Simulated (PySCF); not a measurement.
## `C=C(C)[SiH2][As]([SiH3])[SiH2]OC`, C4H15AsOSi3

Geometry (Å), atoms numbered from 1 in this order:
```xyz
24

C    -3.5206    0.8463    0.9074
C    -2.6268    0.0434    0.3504
C    -2.9425   -1.3873    0.0439
Si   -0.8714    0.6054   -0.0905
As    0.6521   -1.0010    0.6602
Si    0.6140   -2.4974   -1.1108
Si    2.5110    0.0887   -0.1134
O     2.4174    1.3990    0.8494
C     3.2920    2.4792    0.8360
H    -3.2910    1.8723    1.1403
H    -4.5197    0.5183    1.1572
H    -3.9777   -1.6309    0.2751
H    -2.2886   -2.0402    0.6305
H    -2.7563   -1.5970   -1.0095
H    -0.8433    0.8144   -1.5592
H    -0.6627    1.9238    0.5271
H     0.4310   -1.9112   -2.4487
H    -0.4452   -3.5075   -0.9576
H     1.8887   -3.2309   -1.1501
H     3.7954   -0.6096    0.0839
H     2.5639    0.5274   -1.5241
H     3.3108    2.9486   -0.1505
H     2.9518    3.2070    1.5734
H     4.3058    2.1588    1.0870
```

Theory: GIAO B97-2/pcSseg-1 magnetisability, rotational g tensor and spin-rotation constants, non-relativistic, gas phase (PySCF). Geometry: GFN2-xTB.

The calculation is non-relativistic, which matters for the atoms heavier than Zn.

Q: How diamagnetic is it, and how anisotropic?

A: Isotropic -2140 × 10⁻³⁰ J/T², or -128.9 × 10⁻⁶ cm³/mol; principal values -2216, -2161, -2042 × 10⁻³⁰ J/T², anisotropy 154 × 10⁻³⁰ J/T² (root of half the summed squared differences of the principal values). The susceptibility is in cgs units.

Q: Split it along the inertial axes a, b, c into diamagnetic and paramagnetic parts about the centre of mass, with the quadrupole moment.

A: 
```csv
axis,χ (10⁻⁶ cm³/mol),diamagnetic (10⁻⁶ cm³/mol),paramagnetic (10⁻⁶ cm³/mol),summed x² of all electrons (Å²),quadrupole Θ (D Å)
a,-126.6,-1431.3,1304.7,547.3,+10.70
b,-130.2,-2585.5,2455.3,275.3,-0.74
c,-129.8,-3489.9,3360.1,62.1,-9.96
```
Anisotropies 2χaa − χbb − χcc = +6.7 and 2χbb − χaa − χcc = -3.9 × 10⁻⁶ cm³/mol. Θ is traceless in Buckingham's convention.

Q: And the rotational g tensor?

A: 
```
axis  rotational constant (GHz)        g  nuclear part  electronic part
   a                     0.9738  -0.0190        0.5779          -0.5969
   b                     0.5065  -0.0075        0.5768          -0.5843
   c                     0.3680  -0.0045        0.5764          -0.5809
```
Asymmetric top; isotopes 75As, 12C, 1H, 16O, 28Si; no vibrational averaging.
